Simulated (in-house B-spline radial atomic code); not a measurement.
**BP86 excitations of C III (C2+)**

Method: BP86. Computed with a B-spline radial code for spherical atoms: linear response of the closed shell [He] 2s2 with the functional's adiabatic kernel; non-relativistic, point nucleus, no spin-orbit coupling, no double excitations, S, P, D and F terms only.

Command:
```bash
python run_td.py task.json out
```
Settings (radii: box in bohr, nucleus in fm):
```
Z                        6
electrons                4
configuration            [He] 2s2
hamiltonian              nr
method                   b88,p86
box_radius               29.48
intervals                49
```

Time taken, with all properties: 0.1 s on 1 thread of Arm Neoverse N1 (shared host).

The lowest states, in the order of their Tamm-Dancoff energies; the method's threshold (minus the highest occupied level) is 40.45 eV. Labels give the largest channel, * marks a mixed state, and oscillator strengths are full-response dipole values. Semilocal kernels can invert the small singlet-triplet splittings of Rydberg terms. Energies in eV:

```json
{"state": "2s → 2p 3P", "full response": "4.935", "Tamm-Dancoff": "5.767", "oscillator strength": "-"}
{"state": "2s → 2p 1P", "full response": "11.935", "Tamm-Dancoff": "12.594", "oscillator strength": "0.747"}
{"state": "2s → 3s 3S", "full response": "28.239", "Tamm-Dancoff": "28.250", "oscillator strength": "-"}
{"state": "2s → 3s 1S", "full response": "29.084", "Tamm-Dancoff": "29.101", "oscillator strength": "-"}
{"state": "2s → 3p 3P", "full response": "30.20", "Tamm-Dancoff": "30.22", "oscillator strength": "-"}
{"state": "2s → 3p 1P", "full response": "?", "Tamm-Dancoff": "?", "oscillator strength": "?"}
{"state": "2s → 3d 3D", "full response": "31.40", "Tamm-Dancoff": "31.44", "oscillator strength": "-"}
{"state": "2s → 3d 1D", "full response": "31.82", "Tamm-Dancoff": "31.83", "oscillator strength": "-"}
{"state": "2s → 4s 3S", "full response": "?", "Tamm-Dancoff": "?", "oscillator strength": "-"}
{"state": "2s → 4s 1S", "full response": "35.16", "Tamm-Dancoff": "35.17", "oscillator strength": "-"}
{"state": "2s → 4p 3P", "full response": "35.62", "Tamm-Dancoff": "35.63", "oscillator strength": "-"}
{"state": "2s → 4p 1P", "full response": "35.66", "Tamm-Dancoff": "35.67", "oscillator strength": "0.0645"}
{"state": "2s → 4d 3D", "full response": "36.06", "Tamm-Dancoff": "36.07", "oscillator strength": "-"}
{"state": "2s → 4d 1D", "full response": "36.22", "Tamm-Dancoff": "36.22", "oscillator strength": "-"}
```

(1) Where does 2s → 3p 1P lie?

(2) Where does 2s → 4s 3S lie?

(3) How large is the singlet-triplet splitting of 2s → 2p (P terms) in Tamm-Dancoff?

(4) What polarisabilities and dispersion coefficient does the method give?

Results:

(1) At 30.37 eV in full response, 30.38 eV in Tamm-Dancoff, oscillator strength 0.2.

(2) At 34.93 eV in full response, 34.93 eV in Tamm-Dancoff.

(3) 6.83 eV, from the unrounded values.

(4) Dipole 4.257 bohr³, quadrupole 5.392 bohr⁵, C6 6.587 hartree·bohr⁶ for two such species.
